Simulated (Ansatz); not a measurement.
Ansatz (a first-principles code) input:

Ansatz 0.2 input:
```yaml
crystal:
  periodic: [false, false, false]
  atoms:
    - {symbol: In, position_ang: [1.27230024, 0.09623716, -0.01291299]}
    - {symbol: I, position_ang: [-0.74208703, 1.79321673, -1.46642343]}
    - {symbol: I, position_ang: [-0.43419054, -1.88219071, 1.47836185]}
basis:
  gaussian:
    orbitals: def2-SVPD
total_charge: -1
magnetization: {spin_polarized: false}
correlation: {method: ccsd_t, electrons: outside_noble_gas}
output: {forces: true}
```

Question: Which total energy does the run end on?

Answer: -783.02111 Eh (CCSD(T)/def2-SVPD). The basis has 102 functions. The run takes about 22 core-seconds (a rough figure).
